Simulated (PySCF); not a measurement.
**InO: from constants to spectrum**

UHF-CCSD(T) constants of InO, ²Π (doublet), unpaired electrons π ↑ (basis In def2-SVPD with ECP28, O def2-SVPD; scalar-relativistic core potentials; PySCF 2.14; masses 114.9039 and 15.9949 u):

* ωe: 485.7 cm⁻¹
* ωexe: 2.34 cm⁻¹
* Be: 0.26397 cm⁻¹
* αe: 0.00187 cm⁻¹
* D (centrifugal): 3.12e-07 cm⁻¹
* De to In + O: 3.30 eV

Problem. Give the vibrational terms G(v) and spacings up to v = 6.

Solution. G(v) = ωe(v+½) − ωexe(v+½)².

```json
{"v": "0", "G(v) (cm⁻¹)": "242.3", "G(v) − G(v−1)": "", "Bv (cm⁻¹)": "0.2630"}
{"v": "1", "G(v) (cm⁻¹)": "723.3", "G(v) − G(v−1)": "481.0", "Bv (cm⁻¹)": "0.2612"}
{"v": "2", "G(v) (cm⁻¹)": "1199.6", "G(v) − G(v−1)": "476.3", "Bv (cm⁻¹)": "0.2593"}
{"v": "3", "G(v) (cm⁻¹)": "1671.3", "G(v) − G(v−1)": "471.7", "Bv (cm⁻¹)": "0.2574"}
{"v": "4", "G(v) (cm⁻¹)": "2138.3", "G(v) − G(v−1)": "467.0", "Bv (cm⁻¹)": "0.2556"}
{"v": "5", "G(v) (cm⁻¹)": "2600.6", "G(v) − G(v−1)": "462.3", "Bv (cm⁻¹)": "0.2537"}
{"v": "6", "G(v) (cm⁻¹)": "3058.2", "G(v) − G(v−1)": "457.6", "Bv (cm⁻¹)": "0.2518"}
```

Problem. How well does the Morse estimate ωe²/(4ωexe) reproduce De, and what is D0?

Solution. It gives 3.12 eV, 95 % of the computed De. D0 = De − G(0) = 3.30 − 0.03 = 3.27 eV.

Correlated steps freeze 5 core orbitals. Correlated levels converge slowly with the basis: in double zeta they bind strong bonds too weakly, by up to about 1 eV, and carry superposition errors of some tenths. These are scalar-relativistic numbers at best; spin–orbit coupling would shift them, the dissociation energy most. The state was picked by a PBE0 search and need not be the measured ground state.
